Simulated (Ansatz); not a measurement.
## Pulling the pair apart

The pair of H$_{2}$ (SMILES [H][H], atoms 1–2) and SO$_{2}$ (SMILES O=S=O, atoms 3–5), both closed shells, in one local arrangement (a lower one may exist), relaxed at PBE0-D4/def2-TZVP:

```xyz
5
angstrom
H 0.3527 -0.0663 -2.0787
H -0.0227 -0.0208 -2.7225
O 0.7807 -0.0985 0.7241
S -0.5030 0.1037 1.3251
O -0.6078 0.0820 2.7521
```

SO$_{2}$ is shifted rigidly along the line between the mean atom positions of the two fragments (negative: closer). Counterpoise interaction energies in kcal/mol. Ansatz 0.2.0; basis: def2-TZVPPD; cores frozen in the correlated methods. B3LYP uses VWN-RPA correlation.

```csv
shift (Å),wB97M-V,PBE-D4,B3LYP-D4
-0.35,-0.11,-0.30,-0.09
-0.18,-0.31,-0.50,-0.29
0.00,-0.36,-0.55,-0.35
0.18,-0.35,-0.53,-0.34
0.42,-0.30,-0.45,-0.29
0.88,-0.20,-0.28,-0.18
1.76,-0.08,-0.11,-0.10
3.51,-0.02,-0.04,-0.05
```

Question: What does CCSD(T) give at these shifts? (To be estimated.)

Answer: By the calculation: -0.04, -0.28, -0.35, -0.36, -0.31, -0.20, -0.08, -0.02 kcal/mol. For zero shift, CCSD(T) at an estimated basis limit (MP2 extrapolated from triple and quadruple zeta, plus CCSD(T) − MP2 in triple zeta) gives -0.40 kcal/mol. These are counterpoise interaction energies, counted from the two frozen fragments.

No T1 diagnostic of these runs exceeds 0.021. The restricted Hartree–Fock reference is unstable towards an unrestricted one here.

For scale, one of the runs: CCSD(T)/def2-TZVPPD, 165 basis functions, launched by `ansatz run in.yaml --threads 2 --pin off --events-out ev --progress --plain --max-ram 5222MiB`. Time: 35 s of wall clock on 2 CPU threads of an Intel Xeon Platinum 8259CL; the host was shared. Peak host memory: 1.3 GiB.
